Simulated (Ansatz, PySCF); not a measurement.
The pair A = SiH4 (SMILES [SiH4]) (first 5 atoms), B = CH2O2 (SMILES O=CO); geometry from B3LYP-D3(BJ)/def2-TZVP.
(charge 0, multiplicity 1):
```xyz
10

Si     0.10655    -0.31918     0.64220
H     -0.27518    -0.53061    -0.77428
H      0.68624    -1.55909     1.19231
H     -1.14325     0.00999     1.38021
H      1.04487     0.81482     0.74117
O      0.93794     0.14230     3.73155
C      0.06477     0.42683     4.50336
O     -1.22920     0.56812     4.19078
H      0.21308     0.61008     5.57506
H     -1.32834     0.39955     3.23528
```

Cores are frozen in the correlated methods. CBS: X⁻³ extrapolation of the correlation energy, Hartree–Fock from the larger set. MP2 and its Hartree–Fock in aug-cc-pV(T+d)Z are density fitted.

Run with Ansatz (Gaussian orbitals); PySCF for the dispersion terms. 

The monomers are drawn apart, rigid, along the line of their centres of mass. Counterpoise-corrected interaction energies (kcal/mol):

```tsv
level	R = 4.319 Å	R = 5.080 Å
PBE/def2-TZVPPD	-1.0369	-0.4196
PBE-D3(BJ)/def2-TZVPPD	-1.6619	-0.6926
wB97M-V/def2-TZVPPD	-1.4374	-0.5891
MP2/CBS(aug-cc-pV(D+d)Z, aug-cc-pV(T+d)Z) + ΔCCSD(T)/aug-cc-pV(D+d)Z	-1.4708	-0.5946
```

### Question
R is the distance of the centres of mass. Find the local exponent m of E ∝ R⁻ᵐ between the two points.

### Answer

m = ln(E₁/E₂)/ln(R₂/R₁): PBE/def2-TZVPPD 5.6; PBE-D3(BJ)/def2-TZVPPD 5.4; wB97M-V/def2-TZVPPD 5.5; MP2/CBS(aug-cc-pV(D+d)Z, aug-cc-pV(T+d)Z) + ΔCCSD(T)/aug-cc-pV(D+d)Z 5.6. For scale, two fixed dipoles give m = 3, dipole and quadrupole 4, quadrupoles 5, and dispersion or dipole-induced dipole 6 at long range; at these distances several terms mix, and what is left of overlap and damping shifts m, so it need not match one of them.

Ansatz is a quantum-chemistry and plane-wave program.
